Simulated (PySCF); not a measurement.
Molecule: `CS[BH2-][NH3+]`, CH8BNS.

Atoms are numbered as in `[CH3:1][S:2][BH2-:3][NH3+:4]`. Hydrogens are named by the atom that carries them.

Geometry PBE0-D3(BJ)/def2-SVP throughout; GIAO in PySCF 2.14.0 with density-fitted response routines, gas phase, one conformer, non-relativistic; equivalent atoms averaged; functional PBE0.

For orientation, IGLO-III gives these absolute shieldings σ: C1 165.8, S2 625.9, B3 111.8, N4 214.4, H(N4) 28.71, H(B3) 28.41, H(C1) 29.45 ppm.

A run gave: C1 169.4, S2 650.2, B3 116.1, N4 217.4, H(N4) 28.58, H(B3) 28.43, H(C1) 29.46 ppm (absolute shieldings σ).

Q: Which basis set was used in that run?
A. def2-TZVP
B. cc-pVDZ
C. cc-pVTZ
D. pcSseg-1
E. 6-311+G(2d,p)

A: C. S2 tells them apart best: cc-pVTZ gives 650.2, pcSseg-1 gives 638.5, def2-TZVP gives 610.8, cc-pVDZ gives 687.8, 6-311+G(2d,p) gives 619.2 ppm.
